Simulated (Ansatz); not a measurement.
Frontier orbitals of `C[B-](Cl)(Cl)[n+]1ccccc1`.

The species carries charge 0 and has multiplicity 1. Geometry: relaxed with PBE0-D4/def2-TZVP. It is one conformer, not always the lowest. Basis def2-TZVPP, Ansatz.

A caution on the coupled-cluster cation, which keeps the state that its UHF reference found: spin contamination of the cation.

```csv
functional,HOMO (eV),LUMO (eV),gap (eV)
PBE,-6.19,-3.25,2.94
revPBE,-6.12,-3.16,2.96
PBE0,-7.55,-2.38,5.17
LC-ωPBE,-10.32,-0.30,10.02
ωB97M-V,-9.80,-0.34,9.46
```

(1) What is the vertical ionisation energy at frozen-core CCSD(T)/CBS(def2)? (Estimate.)

Results:

(1) Ansatz gave: 10.10 eV (T1 of the cation 0.039).

A quarter of exact exchange (PBE0) shifts PBE's HOMO by −1.36 eV and its LUMO by +0.86 eV; full exchange at long range (ωB97M-V) shifts them by −3.61 and +2.91 eV. The gap opens from 2.94 to 9.46 eV, since occupied levels lose self-interaction and empty ones feel all the electrons. −ε(HOMO) differs from that ionisation energy by −3.91 eV with PBE and −0.30 eV with ωB97M-V.

LC-ωPBE has ω = 0.4 bohr⁻¹.
